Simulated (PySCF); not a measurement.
# Calculated NMR parameters of [SiH3]OC1=CCC=C/C1=C\Cl

```
Formula                               : C7H9ClOSi
SMILES                                : [SiH3]OC1=CCC=C/C1=C\Cl
InChI                                 : InChI=1S/C7H9ClOSi/c8-5-6-3-1-2-4-7(6)9-10/h1,3-5H,2H2,10H3/b6-5+
Point group of the computed structure : C1
Degrees of unsaturation               : 4
Carbon signals                        : 7
Proton signals                        : 6
```

Molfile (atoms numbered from 1):
```
C7H9ClOSi
     RDKit          3D

 19 19  0  0  0  0  0  0  0  0999 V2000
    3.0851   -0.0927   -0.0972 Si  0  0  0  0  0  4  0  0  0  0  0  0
    1.5953    0.1190   -0.7046 O   0  0  0  0  0  0  0  0  0  0  0  0
    0.3399   -0.1332   -0.2626 C   0  0  0  0  0  0  0  0  0  0  0  0
   -0.0187   -1.3135    0.2475 C   0  0  0  0  0  0  0  0  0  0  0  0
   -1.4049   -1.6294    0.6980 C   0  0  0  0  0  0  0  0  0  0  0  0
   -2.3486   -0.4920    0.5116 C   0  0  0  0  0  0  0  0  0  0  0  0
   -1.9780    0.6859    0.0160 C   0  0  0  0  0  0  0  0  0  0  0  0
   -0.6174    0.9664   -0.3986 C   0  0  0  0  0  0  0  0  0  0  0  0
   -0.2044    2.1535   -0.8729 C   0  0  0  0  0  0  0  0  0  0  0  0
   -1.2295    3.5146   -1.0550 Cl  0  0  0  0  0  0  0  0  0  0  0  0
    3.2586    0.7541    1.0841 H   0  0  0  0  0  0  0  0  0  0  0  0
    3.3490   -1.4820    0.2833 H   0  0  0  0  0  0  0  0  0  0  0  0
    3.8624    0.3288   -1.2513 H   0  0  0  0  0  0  0  0  0  0  0  0
    0.7199   -2.0957    0.3436 H   0  0  0  0  0  0  0  0  0  0  0  0
   -1.7778   -2.5083    0.1562 H   0  0  0  0  0  0  0  0  0  0  0  0
   -1.3896   -1.9197    1.7570 H   0  0  0  0  0  0  0  0  0  0  0  0
   -3.3734   -0.6653    0.8081 H   0  0  0  0  0  0  0  0  0  0  0  0
   -2.6921    1.4879   -0.0959 H   0  0  0  0  0  0  0  0  0  0  0  0
    0.8146    2.3309   -1.1746 H   0  0  0  0  0  0  0  0  0  0  0  0
  1  2  1  0
  2  3  1  0
  3  4  2  0
  4  5  1  0
  5  6  1  0
  6  7  2  0
  7  8  1  0
  8  9  2  0
  9 10  1  0
  8  3  1  0
  1 11  1  0
  1 12  1  0
  1 13  1  0
  4 14  1  0
  5 15  1  0
  5 16  1  0
  6 17  1  0
  7 18  1  0
  9 19  1  0
M  END
```

[PySCF 2.14.0 with density-fitted response routines: NMR shieldings at PBE0/pcSseg-1/GIAO; coordinates at the GFN2-xTB level; in vacuum; relativity neglected; a single conformation; one averaged value for each set of equivalent atoms]

Shifts are taken against calculated references (same method and geometry level): TMS for ¹H (σ = 31.72 ppm), ¹³C (σ = 186.93 ppm), ²⁹Si (σ = 349.16 ppm); ¹⁷O (σ = 336.08 ppm) against H2O.

| carbon | δC, type | δH (multiplicity) | HMBC from (2–3 bonds) | span of the C tensor (ppm) |
| --- | --- | --- | --- | --- |
| C3 | 154.9, C | – | H18, H19, H14, H11/H12/H13, H15/H16 | 175 |
| C4 | 110.4, CH | 5.36 (t) | H17, H15/H16 | 173 |
| C5 | 34.1, CH2 | 3.37 (m) | H18, H17, H14 | 30 |
| C6 | 136.0, CH | 6.25 (m) | H18, H14, H15/H16 | 222 |
| C7 | 129.7, CH | 7.10 (d) | H19, H17, H15/H16 | 218 |
| C8 | 135.0, C | – | H18, H19, H17, H14 | 213 |
| C9 | 126.0, CH | 6.39 (s) | H18 | 137 |

Other nuclei:
| atoms | nucleus | environment | δ (ppm) | σ (ppm) |
| --- | --- | --- | --- | --- |
| H11/H12/H13 | ¹H | hydrogen on a silicon bonded to O | 5.06 | 26.66 |
| Si1 | ²⁹Si | silicon bonded to O, 3 H | -42.1 | 391.3 |
| O2 | ¹⁷O | oxygen bonded to C, Si | 71.0 | 265.1 |

- Carbon types of the structure: 2 × C, 4 × CH, 1 × CH2, leaving 3 H on heteroatoms.
- δC 154.9: alkene carbon bearing oxygen; an sp2 carbon further deshielded by the attached heteroatom.
- δC 136.0, 129.7, 126.0: alkene CH; as expected for a trigonal carbon in a double bond.
- δC 135.0: fully substituted alkene carbon; an sp2 carbon of a C=C bond.
- δC 110.4: β carbon of an enol-ether or enamine type C=C; the O or N lone pair pushes π density onto this β carbon and shields it.
- δC 34.1: allylic sp3 CH2; aliphatic region, no heteroatom directly attached.

Carbons that carry Cl, above all several Cl atoms, come out too deshielded, partly because spin–orbit coupling is missing. Shifts are as computed. Against solution values, carbons near 30 ppm lie about +3 ppm off and those near 130 ppm about +5 ppm; carbons on Cl a further +6 ppm. Of 1309 compounds with measured shifts, 239 miss one by over three times the rms of a fit or turn the order of signals round; such compounds aren't used in these exercises. Experimental scales use liquid or dissolved standards, which lie at an offset from isolated H2O (liquid H2O: subtract about 36 ppm). No couplings were computed; multiplicities are counted from neighbouring protons, with m where these are inequivalent, close in shift, in a saturated or five-membered ring or joined by F or P, and br s for small geminal =CH2 splittings.
